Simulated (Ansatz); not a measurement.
Molecule: ethynylsilane, C₂H₄Si (charge 0, singlet). 
Structure (B3LYP-D3(BJ)/def2-TZVP (Ansatz, an electronic-structure program) minimum search):
SMILES: C#C[SiH3]
```xyz
7

C      1.2099     1.5570    -0.0201
C      0.4703     0.6052    -0.0078
Si    -0.6496    -0.8359     0.0108
H      1.8627     2.3970    -0.0310
H     -0.0274    -1.9295     0.7873
H     -0.8900    -1.2872    -1.3765
H     -1.9327    -0.4509     0.6366
```

Quantity: vertical ionisation energy (to the doublet state of charge +1; each state is the SCF solution reached for its spin; the molecule has degenerate orbitals, so one determinant may break the symmetry), in eV. Valence correlation only, unless marked. Open shells are spin-unrestricted. No spin-orbit coupling. No relativistic terms. CBS marks a two-point X^-3 extrapolation of the correlation energy; Hartree-Fock from the larger set.

CCSD(T)/CBS(aug-cc-pV(T+d)Z,aug-cc-pV(Q+d)Z) (Ansatz) gives 11.04 eV.

Question: Another calculation gave 10.81 eV. Which level was it?
(A) PBE0/def2-TZVPD (Ansatz)
(B) B2PLYP/def2-TZVPD (Ansatz)
(C) r2SCAN/def2-TZVPD (Ansatz)

Answer: B, B2PLYP/def2-TZVPD (Ansatz). The others give 10.60 (PBE0), 10.48 (r2SCAN) eV.
